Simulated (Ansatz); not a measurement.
Gas-phase electronic energies from Ansatz, PBE0-D4/def2-TZVP geometries. CCSD(T)/CBS is the MP2 limit (def2-TZVPP, def2-QZVPP) plus CCSD(T) − MP2 in def2-TZVPP, frozen cores. Functionals use def2-TZVPP. B3LYP here is the variant with VWN-RPA as its local correlation; programs differ in this. Elements past krypton have def2 core potentials. For Sn outer-core shells are correlated without core-valence functions, which leaves a few kJ/mol of doubt a bond. One conformer a species, not always the lowest.

Reaction (ligand exchange at the Si–O bond): `[SiH3][O][SnH3]` + `N[SiH](N)O` → `N[SiH](N)O[SiH3]` + `[OH][SnH3]`

`[SiH3][O][SnH3]`:

```xyz
9

Si   -0.458   -1.569   -0.031
O     0.303   -0.272    0.591
Sn    0.522    1.618    0.110
H    -1.928   -1.339   -0.136
H    -0.218   -2.739    0.853
H     0.043   -1.889   -1.399
H     1.488    2.243    1.360
H    -1.041    2.296    0.063
H     1.289    1.650   -1.412
```

`N[SiH](N)O`:

Cartesian coordinates in Å:
```
N -1.078 -0.513 0.836
Si 0.425 0.069 0.255
N 0.507 -0.481 -1.358
O 0.450 1.689 0.556
H -1.426 -0.198 1.726
H -1.346 -1.467 0.655
H 1.673 -0.390 0.909
H -0.275 -0.393 -1.986
H 1.384 -0.506 -1.851
H -0.313 2.188 0.259
```

`N[SiH](N)O[SiH3]`:

Cartesian coordinates in Å:
```
N 1.290 1.115 0.599
Si -0.349 0.962 0.140
N -0.404 1.304 -1.526
O -0.797 -0.543 0.619
Si -0.308 -2.094 0.467
H 1.610 0.749 1.480
H 1.818 1.926 0.322
H -1.345 1.861 0.771
H -1.261 1.586 -1.971
H 0.237 0.877 -2.175
H 0.168 -2.372 -0.916
H -1.457 -2.982 0.774
H 0.798 -2.389 1.417
```

`[OH][SnH3]`:

Z-matrix (Å, degrees):
```
Sn
O 1 1.970
H 1 1.709 2 108.5
H 1 1.698 2 103.1 3 119.8
H 1 1.709 2 108.5 3 -120.5
H 2 0.959 1 113.2 3 60.0
```

```json
{"level": "B3LYP-D4", "ΔE (kcal/mol)": "-0.5"}
{"level": "ωB97X-V", "ΔE (kcal/mol)": "0.0"}
{"level": "PBE", "ΔE (kcal/mol)": "0.1"}
{"level": "HF/def2-TZVPP", "ΔE (kcal/mol)": "0.6"}
```

What does CCSD(T)/CBS give? (An estimate is asked.)

The calculation gave: +0.4 kcal/mol. The listed levels differ from it by -0.9, -0.4, -0.3, 0.2 kcal/mol.

Largest T1 diagnostic among the species: 0.014.
